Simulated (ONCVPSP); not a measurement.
Transferability test, ONCV potential for selenium

selenium (Se), optimised norm-conserving Vanderbilt (ONCV), made with ONCVPSP 4.0.1 (PBE, scalar-relativistic). Core [Ne], reference 3s2 3p6 3d10 4s2 4p2 (charge +2). Waves: 3s+4s: rc 1.15 bohr, ncon 4, nbas 7, qcut 10 1/bohr, 2 projectors; 3p+4p: rc 1.00 bohr, ncon 4, nbas 8, qcut 14.4 1/bohr, 2 projectors; 3d: rc 0.55 bohr, ncon 4, nbas 9, qcut 16.6 1/bohr, 3 projectors, debl 1.4 Ha. Local part: polynomial inside 0.45 bohr (lpopt 5, dvloc0 0 Ha). Core correction: none.

In the d channel the program set the typed energies aside and used -2.786, 0.250, 1.650 Ha.

Energies are relative to the spin-unpolarised reference configuration 3s2 3p6 3d10 4s2 4p2; without spin polarisation the order of configurations can differ from experiment.

| valence configuration | charge | ΔE all-electron (eV) | error AE − PS (meV) |
| --- | --- | --- | --- |
| 3s2 3p6 3d10 4s2 4p3 | +1 | -20.349 | +2.4 |
| 3s2 3p6 3d10 4s2 4p1 | +3 | 30.869 | -3.2 |

(1) What are ΔE and the potential's error for 3s2 3p6 3d10 4s2 4p4?

(2) What are ΔE and the potential's error for 3s2 3p6 3d10 4s1 4p5?

Levels in the configuration 3s2 3p6 3d10 4s2 4p4:

```csv
level,all-electron (eV),pseudo (eV)
3s,-213.513,-213.510
3p,-152.980,-152.987
3d,-53.125,-53.123
4s,-17.287,-17.287
4p,-6.511,-6.511
```

Note: ghosts flagged at negative energy: d at -510.9 eV; GHOST(+) flagged for s at 247.2 eV. A true bound ghost makes a file unfit for plane-wave use.

Answers

(1) ΔE = -31.194 eV all-electron; the error (AE − PS) is +3.7 meV.

(2) ΔE = -20.312 eV all-electron; the error (AE − PS) is +3.0 meV.
